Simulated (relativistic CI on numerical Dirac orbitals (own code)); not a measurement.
# What each ingredient does to the levels of Zr39+

Base calculation: Dirac-Coulomb-Breit CI, separate exchange-only KLI orbitals for each configuration, QED by a radiative potential.

CI space: 1s, 2s, 2p, 3s, 3p, 3d, 4s, 4p, 4d, 4f, 5s, 5p, 5d, 5f, 5g, 6s, 6p, 6d. Levels of other configurations are missing.

Variants: (1) QED terms removed; (2) non-relativistic limit. Shifts of the energy above 1s ²S1/2, in eV, for the lowest level and the first level of each name with at least 55 % of one term (blank where a level changes its place among those of its configuration and J or its character, or is not in the variant):

| Level | Base | Δ(1) | Δ(2) |
| --- | --- | --- | --- |
| 1s ²S1/2 | 0.0 | 0.0 | 0.0 |
| 2p ²P°1/2 | 16642.7 | +16.3 | -316.3 |
| 2s ²S1/2 | 16645.2 | +13.8 | -318.8 |
| 2p ²P°3/2 | 16765.4 | +16.1 | -439.0 |
| 3p ²P°1/2 | 19764.2 | +16.3 | -414.3 |
| 3s ²S1/2 | 19765.0 | +15.6 | -415.0 |
| 3d ²D3/2 | 19800.5 | +16.3 | -450.6 |
| 3p ²P°3/2 | 19800.6 | +16.2 | -450.7 |
| 3d ²D5/2 | 19812.2 | +16.3 | -462.3 |
| 4p ²P°1/2 | 20851.7 | +16.3 | -443.6 |
| 4s ²S1/2 | 20852.0 | +16.0 | -443.9 |
| 4d ²D3/2 | 20867.0 | +16.3 | -458.9 |
| 4p ²P°3/2 | 20867.0 | +16.3 | -458.9 |
| 4f ²F°5/2 | 20871.9 | +16.3 | -463.8 |
